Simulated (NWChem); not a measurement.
## Basis-set convergence for HFSSn

```xyz
4

Sn    -0.5036    -0.2765     0.0000
F      0.8985    -1.6733     0.0000
S      1.0669     1.6473     0.0000
H      0.0226     2.5268     0.0000
```
Charge 0, spin multiplicity 1.

Everything below was run with NWChem. All single points use one geometry, from PBE/def2-SVP with def2 effective core potentials on Sn, a minimum by its harmonic frequencies. It is one conformer; others weren't searched.

Quantity: dipole moment at the level PBE.

Effective core potentials replace the inner electrons of Sn; spin-orbit coupling is left out. The structure started from a generated list of species.

The cost column gives rough processor time relative to def2-SVP; each entry includes its own SCF.

| basis | functions | dipole moment (D) | relative cost |
|---|---|---|---|
| def2-SVP | 63 | ___ | 1 |
| def2-SVPD | 90 | 3.61 | under 3 |
| def2-TZVP | 124 | ___ | under 3 |
| def2-TZVPP | 137 | 3.54 | 3 |
| def2-TZVPD | 151 | 3.53 | 5 |
| def2-QZVP | 239 | ___ | 80 |

Q: Some entries are withheld; supply them.

A: 
- def2-SVP, dipole moment (D): 3.39
- def2-TZVP, dipole moment (D): 3.57
- def2-QZVP, dipole moment (D): 3.51
